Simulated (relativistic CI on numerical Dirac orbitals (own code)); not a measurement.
## Sensitivity of the levels of Pt II to α and to the nuclear radius

Calculated at this level of theory: Dirac-Coulomb-Breit CI, separate exchange-only KLI orbitals for each configuration, valence Slater integrals scaled by 0.85, P86 correlation energy added to each configuration, derivatives by finite differences, QED left out (own radial code, finite nucleus).

CI space (outside the closed core [Xe] 4f14): 5d⁹, 5d⁸6s, 5d⁷6s², 5d⁸6p, 5d⁷6s6p, 5d⁸6d, 5d⁸5f, 5d⁸6f. Levels of other configurations are missing.

With x = (α/α₀)² − 1 an excitation energy changes as ω = ω₀ + qx; K = 2q/ω₀ is the relative enhancement. Terms are leading LS components, so labels can repeat. The field-shift factor is F = δν/δ⟨r²⟩ for the transition from the lowest level.

Lowest level 5d⁹ ²D5/2.

| Level | ω₀ (cm⁻¹) | q (cm⁻¹) | F (GHz/fm²) |
| --- | --- | --- | --- |
| 5d⁸6s ⁴F9/2 | 6333.6 | -32230 | 51 |
| 5d⁹ ²D3/2 | 8108.4 | -348 | 12.1 |
| 5d⁸6s ⁴F7/2 | 11174.3 | -28780 | 49.9 |
| 5d⁸6s ⁴F5/2 | 15412.7 | -26270 | 47.9 |
| 5d⁸6s ⁴F3/2 | 17376.1 | -18650 | 38.3 |
| 5d⁸6s ⁴P5/2 | 18635.6 | -26270 | 49.9 |
| 5d⁸6s ²F7/2 | 20535.4 | -23980 | 46.3 |
| 5d⁸6s ⁴P3/2 | 23508.1 | -26000 | 54.4 |
| 5d⁸6s ⁴P1/2 | 24580.5 | -27610 | 52 |
| 5d⁸6s ²F5/2 | 26008.7 | -22370 | 48.6 |
| 5d⁸6s ⁴P3/2 | 27030.2 | -28550 | 58.6 |
| 5d⁸6s ²G9/2 | 29736.7 | -38420 | 69.6 |
| 5d⁸6s ²G7/2 | 31232.3 | -25310 | 53.6 |
| 5d⁸6s ²P1/2 | 31331.4 | -30430 | 61.2 |
| 5d⁷6s² ⁴F9/2 | 33797.6 | -59440 | 98.9 |
| 5d⁸6s ²D3/2 | 34244.5 | -21090 | 56.5 |
| 5d⁸6s ²D5/2 | 34632.2 | -15760 | 51.8 |
| 5d⁷6s² ⁴F7/2 | 41223.8 | -63250 | 116 |
| 5d⁷6s² ⁴F5/2 | 43406.0 | -64440 | 113 |
| 5d⁷6s² ⁴F3/2 | 45014.4 | -62090 | 109 |
| 5d⁷6s² ⁴P5/2 | 49435.5 | -64910 | 116 |
| 5d⁷6s² ⁴P3/2 | 49654.2 | -59440 | 105 |
| 5d⁷6s² ²G9/2 | 50319.0 | -64100 | 113 |

For a near-neutral ion this model can misplace configurations by up to about 10,000 cm⁻¹ (more where the count of f electrons changes) and terms by 10 to 25 % of their spread. Rates follow the energies as ν³ (E1, M1) or ν⁵ (E2), so they and the lifetimes can be off by large factors. The fine structure of a lone outer electron comes out too small, for d and f at times inverted, and misplaced configurations move strength between like terms.

Task: Which transition from the lowest level has the largest |K|?

Result: 5d⁸6s ⁴F9/2 at 6333.6 cm⁻¹, K = -10.2.
